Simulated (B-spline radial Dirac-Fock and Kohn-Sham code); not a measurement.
Model: Dirac-Fock energy differences between relaxed states, corrected for Breit and QED terms. Program: a B-spline atomic structure program. The model has no electron correlation.

Q: An atom or ion in its tabulated ground configuration has these computed binding energies (the last is its least bound level). Which is it?

| level | binding energy (eV) |
| --- | --- |
| K | 23353.5 |
| L2 | 3282.9 |
| L3 | 3140.4 |
| M1 | 763.0 |
| N1 | 208.3 |
| N3 | 166.3 |
| N4,5 | 114.3 |

A: Rh⁷⁺: Z = 45 with 38 electrons, [Kr] 4d2. The hydrogen-like estimate √(E/Ry) = 41.4 for the K level lies 3.6 below Z (screening lowers it, relativity raises it); the outermost level, at 114.3 eV, fixes the charge.
